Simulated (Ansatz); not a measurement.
Reactions of H8OSi4, SMILES `O[SiH]1[SiH2][SiH]1[SiH3]`.

Computed with Ansatz on PBE0-D4/def2-TZVP structures; ΔE is electronic, products minus reactants. CBS: MP2 limit from def2 TZ/QZ plus the TZ coupled-cluster correction, frozen cores. This one scheme is used for every species, atoms too. Functionals use def2-TZVPP. No spin–orbit coupling; open shells (•) take unrestricted orbitals. Spin–orbit coupling would lower the free atoms: a little for O, Si. Bonds to Ga are less sure, by a few kJ/mol each and by 10 to 20 or more in all where they break to atoms, as the def2 sets lack core-valence functions. Scalar relativity is left out up to krypton. One conformer a species, not always the lowest.

```csv
reaction,B2PLYP (kJ/mol),MP2/CBS(def2) (kJ/mol),PBE0-D4 (kJ/mol),r2SCAN-D4 (kJ/mol),CCSD(T)/CBS(def2) (kJ/mol)
`O[Si@@H]1[SiH2][Si@H]1[SiH3]` + `COBCl` → `COB([SiH3])Cl` + `O[SiH]1[SiH2][SiH2]1`,38,42,42,41,39
`O[Si@@H]1[SiH2][Si@H]1[SiH3]` + `O[SiH3]` → `O[SiH2][SiH3]` + `O[SiH]1[SiH2][SiH2]1`,27,35,27,28,30
`O[Si@@H]1[SiH2][Si@H]1[SiH3]` → `O[SiH]1[SiH2][SiH2]1` + `[SiH2]`,251,278,279,284,260
`O[Si@@H]1[SiH2][Si@H]1[SiH3]` → `[SiH3][SiH]1O[SiH2][SiH2]1`,-147,-147,-129,-132,-144
`O[Si@@H]1[SiH2][Si@H]1[SiH3]` + H₂ → `O[SiH]1[SiH2][SiH2]1` + SiH₄,-7,8,10,9,4
`O[Si@@H]1[SiH2][Si@H]1[SiH3]` → 8 H• + O• + 4 Si•,3893,3978,3937,3990,3982
`O[Si@@H]1[SiH2][Si@H]1[SiH3]` + `CC(=N)Cl` → `C/C(Cl)=N\[SiH3]` + `O[SiH]1[SiH2][SiH2]1`,-14,-13,2,-3,-7
`O[Si@@H]1[SiH2][Si@H]1[SiH3]` + `CC(N)N` → `CC(N)N[SiH3]` + `O[SiH]1[SiH2][SiH2]1`,-26,-25,-11,-16,-21
`O[Si@@H]1[SiH2][Si@H]1[SiH3]` + `C=CNC` → `C=CN(C)[SiH3]` + `O[SiH]1[SiH2][SiH2]1`,-33,-39,-17,-23,-33
`O[Si@@H]1[SiH2][Si@H]1[SiH3]` + `[OH][Ga]([F])[F]` → `[F][Ga]([F])[O][SiH3]` + `O[SiH]1[SiH2][SiH2]1`,-79,-75,-55,-64,-72
```

Largest T1 diagnostic: 0.015, for `O[Si@@H]1[SiH2][Si@H]1[SiH3]`.
